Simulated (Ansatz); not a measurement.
Compare A (`FC[C]1=[CH][AlH]1`) with its isomer B (`[CH3][Al]1[CH]=[C]1F`).

Computed with Ansatz on PBE0-D4/def2-TZVP structures; ΔE is electronic, products minus reactants. CBS: MP2 limit from def2 TZ/QZ plus the TZ coupled-cluster correction, frozen cores. Functionals use def2-TZVPP. B3LYP here is the variant with VWN-RPA as its local correlation; programs differ in this. One conformer a species, not always the lowest.

(1) Which is lower in electronic energy at CCSD(T)/CBS, and by how much? (An estimate is asked.)

(2) Give E(B) − E(A) in kcal/mol with r2SCAN-D4, CCSD(T)/def2-SVP, PBE-D4, PBE0-D4, ωB97M-V, CCSD(T)/def2-TZVPP, B3LYP. (Estimate.)

(3) Does the order hold for the free energy at 298.15 K (harmonic terms from PBE0-D4)? (An estimate is asked.)

Largest T1 diagnostic: 0.014.

## Answers

(1) Ansatz gave: B, by 13.4 kcal/mol.

(2) The calculation gave: r2SCAN-D4 -15.7, CCSD(T)/def2-SVP -11.2, PBE-D4 -15.7, PBE0-D4 -14.4, ωB97M-V -14.2, CCSD(T)/def2-TZVPP -13.4, B3LYP -14.4. None reverses the order clearly.

(3) Ansatz gave: Yes: G(B) − G(A) = -14.2 kcal/mol, for one conformer each. Modes under 60 cm⁻¹, often nearly free rotors, make the harmonic entropy too high.

At CCSD(T), def2-SVP lies +2.2 kcal/mol from the extrapolated value and def2-TZVPP +0.1 kcal/mol. From r2SCAN to r2SCAN0 (25 % exact exchange), in def2-TZVPP and without D4, E(B) − E(A) moves by +1.1 kcal/mol.
